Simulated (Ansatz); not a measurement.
H$_{7}$NSi$_{3}$, SMILES `[SiH3][SiH]1N[SiH2]1` at its PBE0-D4/def2-TZVP geometry, where that method's forces vanish. Charge 0, multiplicity 1.

```xyz
11

Si    0.9268   -1.4287   -0.3020
Si    0.2446    0.5449    0.7425
N    -0.2777    1.8583   -0.2039
Si   -1.9995    1.2770   -0.0344
H     0.5648   -1.3379   -1.7392
H     0.2741   -2.6113    0.3176
H     2.4020   -1.5877   -0.1725
H     0.9158    0.8810    2.0248
H     0.1167    2.0912   -1.1013
H    -1.8913   -0.0534   -0.8269
H    -1.2763    0.3666    1.2953
```

Problem. What forces (eV/Å) does r2SCAN-D4/def2-TZVPP give on these atoms in Ansatz 0.2.0? (Best estimate.)

Solution. Computed: 
```
Si1  0.008  0.003  0.004
Si2  0.116 -0.094  0.020
N3  -0.018  0.114  0.005
Si4  0.042 -0.114  0.080
H5   0.007 -0.009  0.025
H6   0.019  0.000 -0.020
H7  -0.023 -0.011 -0.003
H8  -0.018  0.011  0.001
H9   0.010  0.000 -0.035
H10 -0.044  0.016 -0.004
H11 -0.097  0.083 -0.073
```
